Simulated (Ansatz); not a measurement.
Cost and result up the ladder for In(PH3)F3 (InPH₃F₃) (8 atoms). The state is a singlet with charge 0. Geometry: r2SCAN-D4/def2-SVP.

Cartesian coordinates in Å:
```
In -0.987 0.278 -1.116
P 0.794 -0.225 0.900
H 0.588 -1.375 1.700
H 0.939 0.752 1.915
H 2.153 -0.414 0.551
F -2.618 0.322 -0.033
F -0.637 -1.318 -2.196
F -0.233 1.981 -1.721
```

Ansatz on 4 threads of AMD EPYC 7R43 on a shared host. Times are rough, and most runs start from the orbitals of an earlier one. CAM-B3LYP-D4/def2-TZVP serves as the yardstick here, not as an exact answer. Differences are given only for rows in sets of like size (and for xTB, whose basis is part of the method), since another set adds its own error. Binding counts from free atoms at the same level (In doublet, P quartet, H doublet, F doublet; other spins of the atoms weren't run), without zero-point energy or a counterpoise term.

In the def2 sets In takes a core potential; there is no spin–orbit coupling. HSE06 is defined as in plane-wave codes, on full-range PBE exchange. Correlated methods freeze 12 core orbitals; core or outer-core shells of In are correlated, in sets that lack core-valence functions.

Correlated methods converge slowly with the basis.

| level | functions | wall time | binding energy per atom (eV) | difference from CAM-B3LYP-D4/def2-TZVP (eV) |
| --- | --- | --- | --- | --- |
| PBE-D4/def2-SVP | 101 | 0.85 s | 3.01 | – |
| PBE0-D4/def2-SVP | 101 | 1.3 s | 2.88 | – |
| PBE-D4/def2-TZVP | 198 | 1.7 s | 3.05 | 0.03 |
| HF/def2-TZVP | 198 | 1.8 s | 2.03 | -0.98 |
| PBE-D4/def2-TZVPD | 246 | 2.8 s | 3.05 | 0.03 |
| PBE0-D4/def2-TZVP | 198 | 2.8 s | 2.94 | -0.08 |
| BHLYP-D4/def2-TZVP | 198 | 2.8 s | 2.84 | -0.17 |
| CAM-B3LYP-D4/def2-TZVP | 198 | 3 s | 3.02 | 0.00 |
| PBE0-D4/def2-TZVPD | 246 | 4 s | 2.94 | -0.08 |
| r2SCAN0-D4/def2-TZVP | 198 | 4.2 s | 2.90 | -0.12 |
| HSE06-D4/def2-TZVP (with forces) | 198 | 4.3 s | 2.94 | -0.08 |
| r2SCAN-D4/def2-TZVPD | 246 | 4.5 s | 3.01 | -0.01 |
| B97M-V/def2-TZVP | 198 | 7 s | 3.02 | 0.00 |
| CCSD(T)/def2-TZVP | 198 | 2 min | 2.88 | -0.14 |
